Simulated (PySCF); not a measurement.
PySCF job for C3HClF2, SMILES FC=C=C(F)Cl, TDDFT-PBE0/def2-SVPD. Geometry: B3LYP-D3(BJ)/def2-SVP. The structure was generated by enumeration; whether it is a known compound was not checked.

```python
import numpy as np
from pyscf import gto, scf, dft, tdscf

mol = gto.M(
    atom='''
    F    -2.78672431   -0.79286052   -0.31501314
    C    -1.81361113   -0.05879374   -0.86312735
    C    -0.56497292   -0.10713997   -0.47415436
    C     0.68897850   -0.09833737   -0.10795557
    F     1.61777683   -0.89714718   -0.62167938
    Cl    1.34368606    0.95380898    1.10438207
    H    -2.18450215    0.58094316   -1.67283884
    ''',
    basis='def2-SVPD',
    charge=0,
    spin=0,
    max_memory=1600,
    verbose=4,
)
mf = dft.RKS(mol, xc='pbe0').density_fit(auxbasis='def2-universal-jkfit')
mf.grids.level = 3
mf.conv_tol = 1e-9
mf.max_cycle = 100
mf.kernel()
mf.grids = dft.Grids(mol).set(level=1).build(with_non0tab=True)  # coarser grid for the response kernel
td = tdscf.TDDFT(mf)
td.singlet = True
td.nstates = 10
td.conv_tol = 1e-4
td.positive_eig_threshold = 1e-6
td.kernel(x0=td.get_init_guess(mf, 15))
td.analyze()
tt = tdscf.TDA(mf)
tt.singlet = False
tt.nstates = 4
tt.conv_tol = 1e-4
tt.positive_eig_threshold = 1e-6
tt.kernel(x0=tt.get_init_guess(mf, 9))
tt.analyze(verbose=3)
```

Program output:

```
PySCF version 2.14.0

[INPUT] verbose = 4
[INPUT] num. atoms = 7
[INPUT] num. electrons = 54
[INPUT] charge = 0
[INPUT] spin (= nelec alpha-beta = 2S) = 0
[INPUT] symmetry False subgroup None
[INPUT] Mole.unit = angstrom
[INPUT] Symbol           X                Y                Z      unit          X                Y                Z       unit  Magmom
[INPUT]  1 F     -2.786724310000  -0.792860520000  -0.315013140000 AA   -5.266145730568  -1.498289237780  -0.595288560239 Bohr   0.0
[INPUT]  2 C     -1.813611130000  -0.058793740000  -0.863127350000 AA   -3.427228332163  -0.111104066439  -1.631074302122 Bohr   0.0
[INPUT]  3 C     -0.564972920000  -0.107139970000  -0.474154360000 AA   -1.067644086596  -0.202465200294  -0.896021881168 Bohr   0.0
[INPUT]  4 C      0.688978500000  -0.098337370000  -0.107955570000 AA    1.301980670714  -0.185830697110  -0.204006460921 Bohr   0.0
[INPUT]  5 F      1.617776830000  -0.897147180000  -0.621679380000 AA    3.057155139367  -1.695362463626  -1.174803765489 Bohr   0.0
[INPUT]  6 Cl     1.343686060000   0.953808980000   1.104382070000 AA    2.539198650796   1.802437747351   2.086979649180 Bohr   0.0
[INPUT]  7 H     -2.184502150000   0.580943160000  -1.672838840000 AA   -4.128110782024   1.097823466339  -3.161207258135 Bohr   0.0

nuclear repulsion = 254.690920944931
number of shells = 57
number of NR pGTOs = 211
number of NR cGTOs = 141
basis = def2-SVPD
ecp = {}


[settings echo left out]
init E= -774.754136516648
  HOMO = -0.28472361643446  LUMO = -0.0765902973855135  gap/eV = 5.66360
cycle= 1 E= -773.802763295404  delta_E= 0.951  |g|= 0.62  |ddm|= 6.14
  HOMO = -0.29398953849312  LUMO = -0.0660035324004125  gap/eV = 6.20382
cycle= 2 E= -773.702321100247  delta_E=  0.1  |g|= 0.956  |ddm|= 3.02
  HOMO = -0.295378657749495  LUMO = -0.0499351043340654  gap/eV = 6.67886
cycle= 3 E= -773.879658576769  delta_E= -0.177  |g|= 0.0751  |ddm|= 2.15
  HOMO = -0.301915960159912  LUMO = -0.0465571094956543  gap/eV = 6.94867
cycle= 4 E= -773.880237085793  delta_E= -0.000579  |g|= 0.0593  |ddm|= 0.27
  HOMO = -0.299299379645032  LUMO = -0.0476006345577122  gap/eV = 6.84907
cycle= 5 E= -773.881187227596  delta_E= -0.00095  |g|= 0.00723  |ddm|= 0.128
  HOMO = -0.299659011719196  LUMO = -0.0477090541519849  gap/eV = 6.85591
cycle= 6 E= -773.881196605984  delta_E= -9.38e-06  |g|= 0.00276  |ddm|= 0.016
  HOMO = -0.299489353961587  LUMO = -0.0474482412132669  gap/eV = 6.85839
cycle= 7 E= -773.881198764843  delta_E= -2.16e-06  |g|= 0.00065  |ddm|= 0.00557
  HOMO = -0.299558293430549  LUMO = -0.0474991659891044  gap/eV = 6.85888
cycle= 8 E= -773.881198849183  delta_E= -8.43e-08  |g|= 0.000351  |ddm|= 0.00161
  HOMO = -0.299546221140302  LUMO = -0.0474979445669379  gap/eV = 6.85858
cycle= 9 E= -773.881198875109  delta_E= -2.59e-08  |g|= 9.69e-05  |ddm|= 0.000574
  HOMO = -0.299544823214767  LUMO = -0.0474936594588535  gap/eV = 6.85866
cycle= 10 E= -773.881198877129  delta_E= -2.02e-09  |g|= 1.62e-05  |ddm|= 0.000327
  HOMO = -0.299546653704178  LUMO = -0.0474947806758825  gap/eV = 6.85868
cycle= 11 E= -773.881198877194  delta_E= -6.5e-11  |g|= 2.75e-06  |ddm|= 5.11e-05
  HOMO = -0.299546299703941  LUMO = -0.0474945082100957  gap/eV = 6.85868
Extra cycle  E= -773.881198877195  delta_E= -9.09e-13  |g|= 2.92e-06  |ddm|= 8.1e-06
converged SCF energy = -773.881198877195
tot grids = 34928
Overwritten attributes  positive_eig_threshold  of <class 'pyscf.tdscf.rks.TDDFT'>


******** <class 'pyscf.tdscf.rks.TDDFT'> for <class 'pyscf.df.df_jk.DFRKS'> ********
nstates = 10 singlet
deg_eia_thresh = 1.000e-03
wfnsym = None
conv_tol = 0.0001
eigh lindep = 1e-12
eigh level_shift = 0
eigh max_cycle = 100


Excitation energies (eV)
[5.05284722 5.64045387 6.28374621 7.15878235 7.22661583 7.56072952
 7.57147432 7.69711366 7.90253966 8.01207799]

** Singlet excitation energies and oscillator strengths **
Excited State   1:      5.05285 eV    245.37 nm  f=0.0005
      27 -> 28       -0.69852
Excited State   2:      5.64045 eV    219.81 nm  f=0.0006
      26 -> 29        0.69836
Excited State   3:      6.28375 eV    197.31 nm  f=0.0071
      26 -> 28       -0.45881
      27 -> 29        0.51941
Excited State   4:      7.15878 eV    173.19 nm  f=0.0048
      24 -> 28        0.11071
      27 -> 30        0.65246
      27 -> 31       -0.20360
Excited State   5:      7.22662 eV    171.57 nm  f=0.7430
      24 -> 29       -0.10649
      25 -> 28       -0.23616
      26 -> 28        0.43542
      26 -> 30       -0.10483
      26 -> 31        0.11793
      27 -> 29        0.42375
      27 -> 31        0.14353
Excited State   6:      7.56073 eV    163.98 nm  f=0.0551
      25 -> 28       -0.41162
      25 -> 29       -0.53704
      26 -> 28       -0.13038
Excited State   7:      7.57147 eV    163.75 nm  f=0.0613
      25 -> 28       -0.49698
      25 -> 29        0.45160
      26 -> 28       -0.14901
Excited State   8:      7.69711 eV    161.08 nm  f=0.0466
      27 -> 30        0.23224
      27 -> 31        0.62430
      27 -> 32       -0.12987
Excited State   9:      7.90254 eV    156.89 nm  f=0.0225
      26 -> 30        0.65994
      26 -> 31        0.20078
Excited State  10:      8.01208 eV    154.75 nm  f=0.0001
      24 -> 28        0.68699
      27 -> 31        0.10491

** Transition electric dipole moments (AU) **
state          X           Y           Z        Dip. S.      Osc.
  1         0.0269      0.0009     -0.0550      0.0037      0.0005
  2        -0.0166      0.0465      0.0448      0.0044      0.0006
  3        -0.1502     -0.1028     -0.1136      0.0460      0.0071
  4        -0.1553     -0.0339     -0.0444      0.0272      0.0048
  5        -1.8533     -0.3376     -0.8048      4.1964      0.7430
  6         0.5255      0.0460      0.1390      0.2976      0.0551
  7         0.5408      0.0291      0.1920      0.3302      0.0613
  8         0.4117      0.0514      0.2740      0.2472      0.0466
  9        -0.2767      0.1757      0.0933      0.1162      0.0225
 10        -0.0056      0.0219      0.0073      0.0006      0.0001

** Transition velocity dipole moments (imaginary part, AU) **
state          X           Y           Z        Dip. S.      Osc.
  1         0.0053     -0.0010     -0.0107      0.0001      0.0005
  2        -0.0034      0.0080      0.0091      0.0002      0.0005
  3        -0.0339     -0.0249     -0.0250      0.0024      0.0069
  4        -0.0394     -0.0047     -0.0156      0.0018      0.0046
  5        -0.4909     -0.0927     -0.2108      0.2940      0.7381
  6         0.1458      0.0145      0.0372      0.0228      0.0548
  7         0.1494      0.0082      0.0526      0.0252      0.0603
  8         0.1119      0.0057      0.0867      0.0201      0.0473
  9        -0.0788      0.0584      0.0343      0.0108      0.0248
 10        -0.0015      0.0084      0.0015      0.0001      0.0002

** Transition magnetic dipole moments (imaginary part, AU) **
state          X           Y           Z
  1         0.6642      0.1742      0.1714
  2        -0.6024      0.1724     -0.1567
  3         0.0442      0.0174     -0.0500
  4        -0.2567     -0.3068     -0.2054
  5         0.0129     -0.7905      0.4472
  6         0.2376      0.2146      0.2449
  7        -0.3203      0.0581     -0.1344
  8         0.5650     -0.0512     -0.2975
  9        -0.1025     -0.1747      0.0954
 10        -0.4227      0.1190      0.0980
Overwritten attributes  positive_eig_threshold  of <class 'pyscf.tdscf.rks.TDA'>


******** <class 'pyscf.tdscf.rks.TDA'> for <class 'pyscf.df.df_jk.DFRKS'> ********
nstates = 4 triplet
deg_eia_thresh = 1.000e-03
wfnsym = None
conv_tol = 0.0001
eigh lindep = 1e-12
eigh level_shift = 0
eigh max_cycle = 100


Excitation energies (eV)
[4.06232762 4.21941747 4.64202511 5.24356257]

** Triplet excitation energies and oscillator strengths **
Excited State   1:      4.06233 eV    305.20 nm  f=0.0000
Excited State   2:      4.21942 eV    293.84 nm  f=0.0000
Excited State   3:      4.64203 eV    267.09 nm  f=0.0000
Excited State   4:      5.24356 eV    236.45 nm  f=0.0000
```

Self-consistency was reached.
